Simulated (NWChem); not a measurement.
Species: CdH₂O; SMILES [OH][CdH]

def2 effective core potentials on Cd; no spin-orbit coupling.

Task: Give the equilibrium geometry at PBE0/def2-SVP with def2 effective core potentials on Cd (NWChem) as an XYZ file, with the point group.

Result: point group Cs; any orientation.
```
4

Cd    -0.3875     0.1243     0.0000
H     -0.7042     1.7365     0.0000
O     -0.1233    -1.8246     0.0000
H      0.7999    -2.0981     0.0000
```
